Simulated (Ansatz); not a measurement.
A structure relaxed at B3LYP-D4/def2-TZVPD in Ansatz, charge -1, doublet:

```xyz
3

Sn    0.3777    0.7805   -0.2956
F     0.1339   -1.0465   -1.1725
F    -0.5115    0.2660    1.4682
```

**Question.** Give its formula and point group.

**Answer.** the cluster SnF2⁻. Point group C2v (tolerance 0.1 Å).

**Question.** Summarise the bond lengths by kind (pairs closer than 1.2 times the sum of covalent radii, bridged metal pairs left out).

**Answer.** 2 × F–Sn 2.04 Å.

In the def2 sets Sn takes a core potential; there is no spin–orbit coupling. The highest occupied level of the charge -1 doublet lies above zero (up to 0.93 eV). By energy differences its removal costs 1.18 eV (vertical, to the charge 0 singlet, at CCSD(T)/def2-TZVPPD). The relaxation made no stability test and no search for a lower SCF solution. The structure comes from a short search, and lower isomers may exist.
